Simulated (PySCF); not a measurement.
# First hyperpolarisability: `C=C=CB(F)F`, C$_{3}$H$_{3}$BF$_{2}$

Cartesian coordinates in Å; atom numbers follow the order of the lines, from 1:
```xyz
9

C    -1.665    0.446   -0.823
C    -0.560   -0.110   -0.438
C     0.559   -0.654   -0.033
B     1.428   -0.001    1.056
F     2.547   -0.579    1.462
F     1.106    1.145    1.629
H    -2.604    0.215   -0.333
H    -1.677    1.155   -1.643
H     0.874   -1.593   -0.483
```

Computed, not measured: PySCF 2.14.0, quadratic response CAM-B3LYP/def2-TZVPD first hyperpolarisability, Taylor convention, gas phase. Geometry: PBE0-D3(BJ)/def2-TZVP.

Question: What is the first hyperpolarisability, and how does it disperse?

Answer: In au, Taylor convention; the vector part is βᵢ = ⅓ Σⱼ (βᵢⱼⱼ + βⱼᵢⱼ + βⱼⱼᵢ); β∥ is 3/5 of the vector part along the dipole, the dipole points from − to +:
| process | λ (nm) | β vector norm | β∥ | β HRS | depolarisation ratio |
| --- | --- | --- | --- | --- | --- |
| static β(0;0,0) | ∞ | 27.6 | -14.8 | 22.3 | 1.95 |
| second harmonic β(−2ω;ω,ω) | 1907 | 25.8 | -13.5 | 22.7 | 1.87 |
| Pockels β(−ω;ω,0) | 1907 | 27.0 | -14.4 | – | – |
| second harmonic β(−2ω;ω,ω) | 1064 | 21.2 | -9.8 | 24.0 | 1.72 |
| Pockels β(−ω;ω,0) | 1064 | 25.7 | -13.4 | – | – |

Question: Which lowest excitations, dipole and polarisabilities go with it?

Answer: S1 5.14 eV (f = 0.000); S2 6.56 eV (f = 0.000); S3 6.64 eV (f = 0.309); dipole 2.25 D; isotropic α 53.1 au static, 53.3 au at 1907 nm, 53.8 au at 1064 nm, 53.9 au at 953.5 nm, 55.8 au at 532 nm.
